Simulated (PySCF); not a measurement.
H12MgO6, charge +2, singlet, at a GFN2-xTB geometry (such geometries of metal compounds can be far from the true shape), with bond 15-14 at 2.0 times its length; DF-R2SCAN/def2-SV(P) run with PySCF.

The PySCF input:
```python
from pyscf import gto, scf, dft

mol = gto.Mole()
mol.atom = '''
    Mg   -0.00000000    0.00000000    0.00000000
    O    -0.67410002    1.61759197   -0.90674974
    H    -1.47643835    1.68900628   -1.43316959
    H    -0.26435890    2.48826645   -0.90842274
    O     1.54915358    1.02153103    0.67067670
    H     1.60152104    1.50787032    1.49934817
    H     2.39901627    1.13013345    0.23260869
    O     1.01927525   -0.48278389   -1.61901432
    H     1.57980187   -1.25618434   -1.73574607
    H     1.05237658    0.00944227   -2.44519975
    O    -1.01927525    0.48278389    1.61901432
    H    -1.57980187    1.25618434    1.73574607
    H    -1.05237658   -0.00944227    2.44519975
    O    -1.54915358   -1.02153103   -0.67067670
    H    -1.65388850   -1.99420961   -2.32801964
    H    -2.39901627   -1.13013345   -0.23260869
    O     0.67410002   -1.61759197    0.90674974
    H     0.26435890   -2.48826645    0.90842274
    H     1.47643835   -1.68900628    1.43316959
'''
mol.basis = 'def2-sv(p)'
mol.charge = 2
mol.verbose = 4
mol.build()

mf = dft.RKS(mol)
mf.xc = 'r2scan'
mf.DIIS = scf.EDIIS
mf = mf.density_fit(auxbasis='def2-universal-jkfit')
mf.kernel()
mf.analyze()
```

It wrote (shortened):

```
PySCF version 2.14.0

[INPUT] verbose = 4
[INPUT] num. atoms = 19
[INPUT] num. electrons = 70
[INPUT] charge = 2
[INPUT] spin (= nelec alpha-beta = 2S) = 0
[INPUT] symmetry False subgroup None
[INPUT] Mole.unit = angstrom
[INPUT] Symbol           X                Y                Z      unit          X                Y                Z       unit  Magmom
[...]
nuclear repulsion = 486.84485892714
number of shells = 68
number of NR pGTOs = 228
number of NR cGTOs = 126
basis = def2-sv(p)
ecp = {}

******** <class 'pyscf.df.df_jk.DFRKS'> ********
method = DFRKS
initial guess = minao
damping factor = 0
level_shift factor = 0
DIIS = <class 'pyscf.scf.diis.EDIIS'>
diis_start_cycle = 1
diis_space = 8
diis_damp = 0
SCF conv_tol = 1e-09
SCF conv_tol_grad = None
SCF max_cycles = 50
direct_scf = False
XC library pyscf.dft.libxc version 7.1.2
    S. Lehtola, C. Steigemann, M. J. T. Oliveira, and M. A. L. Marques,  SoftwareX 7, 1–5 (2018)
XC functionals = r2scan
    J. W. Furness, A. D. Kaplan, J. Ning, J. P. Perdew, and J. Sun,  J. Phys. Chem. Lett. 11, 8208–8215 (2020)
    J. W. Furness, A. D. Kaplan, J. Ning, J. P. Perdew, and J. Sun,  J. Phys. Chem. Lett. 11, 9248–9248 (2020)
    J. W. Furness, A. D. Kaplan, J. Ning, J. P. Perdew, and J. Sun,  J. Phys. Chem. Lett. 11, 8208–8215 (2020)
    J. W. Furness, A. D. Kaplan, J. Ning, J. P. Perdew, and J. Sun,  J. Phys. Chem. Lett. 11, 9248–9248 (2020)
radial grids:
    Treutler-Ahlrichs [JCP 102, 346 (1995); DOI:10.1063/1.469408] (M4) radial grids

becke partition: Becke, JCP 88, 2547 (1988); DOI:10.1063/1.454033
pruning grids: <function nwchem_prune>
grids dens level: 3
symmetrized grids: False
atomic radii adjust function: <function treutler_atomic_radii_adjust>
small_rho_cutoff = 0
Set gradient conv threshold to 3.16228e-05
Initial guess from minao.
tot grids = 220768
init E= -658.255089097036
[...]
cycle= 1 E= -656.850864720362  delta_E=  1.4  |g|= 1.57  |ddm|= 3.69
[...]
cycle= 2 E= -654.947327007274  delta_E=  1.9  |g|= 3.03  |ddm|= 3.38
[...]
cycle= 3 E= -656.916715049918  delta_E= -1.97  |g|= 1.35  |ddm|= 3.25
[...]
cycle= 4 E= -656.95226865332  delta_E= -0.0356  |g|= 1.29  |ddm|= 0.127
[...]
cycle= 5 E= -656.952268742842  delta_E= -8.95e-08  |g|= 1.29  |ddm|= 1.24e-07
[...]
cycle= 6 E= -656.952268742557  delta_E= 2.85e-10  |g|= 1.29  |ddm|= 6.42e-10
[...]
cycle= 7 E= -656.952268739857  delta_E= 2.7e-09  |g|= 1.29  |ddm|= 4.54e-09
[...]
cycle= 8 E= -656.952268741135  delta_E= -1.28e-09  |g|= 1.29  |ddm|= 3.44e-09
[...]
[...]
cycle= 37 E= -656.624977061563  delta_E= -1.48e-09  |g|= 1.76  |ddm|= 1.56e-09
[...]
cycle= 38 E= -651.437028409408  delta_E= 5.19  |g|= 3.33  |ddm|= 6.16
[...]
cycle= 39 E= -654.501463543507  delta_E= -3.06  |g|=  2.5  |ddm|= 6.25
[...]
cycle= 40 E= -656.116141525578  delta_E= -1.61  |g|=  2.4  |ddm|= 2.29
[...]
cycle= 41 E= -656.535746838883  delta_E= -0.42  |g|=  1.9  |ddm|= 0.394
[...]
cycle= 42 E= -656.53574687242  delta_E= -3.35e-08  |g|=  1.9  |ddm|= 3.43e-08
[...]
cycle= 43 E= -656.535746872958  delta_E= -5.38e-10  |g|=  1.9  |ddm|= 7.32e-09
[...]
cycle= 44 E= -656.535746873046  delta_E= -8.8e-11  |g|=  1.9  |ddm|= 7.35e-09
[...]
cycle= 45 E= -656.535746898885  delta_E= -2.58e-08  |g|=  1.9  |ddm|= 2.46e-08
[...]
cycle= 46 E= -656.53574687188  delta_E= 2.7e-08  |g|=  1.9  |ddm|= 2.56e-08
[...]
cycle= 47 E= -643.130944375343  delta_E= 13.4  |g|= 3.89  |ddm|=   10
[...]
cycle= 48 E= -639.43197494383  delta_E=  3.7  |g|= 4.63  |ddm|= 14.1
[...]
cycle= 49 E= -654.757187657976  delta_E= -15.3  |g|= 3.46  |ddm|= 10.5
[...]
cycle= 50 E= -654.757187658377  delta_E= -4.01e-10  |g|= 3.46  |ddm|= 3.48e-08
SCF not converged.
SCF energy = -654.757187658377
**** SCF Summaries ****
Total Energy =                        -654.757187658376552
Nuclear Repulsion Energy =             486.844858927140251
One-electron Energy =                -1880.828026665928974
Two-electron Energy =                  739.225980080412114
Two-electron Coulomb Energy =          813.438301331935918
DFT Exchange-Correlation Energy =      -74.212321251523818
HOMO-LUMO gap [eV] =                     3.749418120916416
**** MO energy ****
[...]
 ** Mulliken pop on meta-lowdin orthogonal AOs  **
 ** Mulliken pop  **
 ** Mulliken atomic charges  **
charge of    0Mg =      1.41538
charge of    1O =     -0.76609
charge of    2H =      0.46851
charge of    3H =      0.43181
charge of    4O =     -1.55191
charge of    5H =      0.75821
charge of    6H =      0.75637
charge of    7O =     -0.66116
charge of    8H =      0.43408
charge of    9H =      0.43408
charge of   10O =     -0.77802
charge of   11H =      0.45695
charge of   12H =      0.45695
charge of   13O =     -1.67562
charge of   14H =      0.98256
charge of   15H =      0.70369
charge of   16O =     -0.76613
charge of   17H =      0.46851
charge of   18H =      0.43184

WARN: System has nonzero charge 2; the dipole moment is origin-dependent.
Location of origin: [0. 0. 0.]

Dipole moment(X, Y, Z, Debye): -1.48626, -3.97695, -5.98985
```

Convergence was not reached.
